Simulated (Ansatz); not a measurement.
`C[SiH](N)[AlH2]` + `N[SiH2]S` → `N[SiH2][S][AlH2]` + `C[SiH2]N`  (cleavage of the Al–Si bond)

Computed with Ansatz on PBE0-D4/def2-TZVP structures; ΔE is electronic, products minus reactants. CCSD(T)/CBS adds triple-zeta CCSD(T) − MP2 to the extrapolated MP2 energy (def2 sets, frozen cores). One conformer a species, not always the lowest.

| species | CCSD(T)/def2-TZVPP energy (Eh) |
| --- | --- |
| `C[SiH](N)[AlH2]` | -628.57941 |
| `N[SiH2]S` | -744.52042 |
| `N[SiH2][S][AlH2]` | -987.15185 |
| `C[SiH2]N` | -386.00238 |

**Question.** Work out ΔE.

**Answer.** ΔE = (-987.15185) + (-386.00238) − (-628.57941) − (-744.52042) = -0.05440 Eh = -142.8 kJ/mol. CCSD(T)/CBS gives -145.1 kJ/mol.

Largest T1 diagnostic among the species: 0.011.

From PBE to PBE0 (25 % exact exchange), in def2-TZVPP and without D4, ΔE moves by −5.3 kJ/mol.
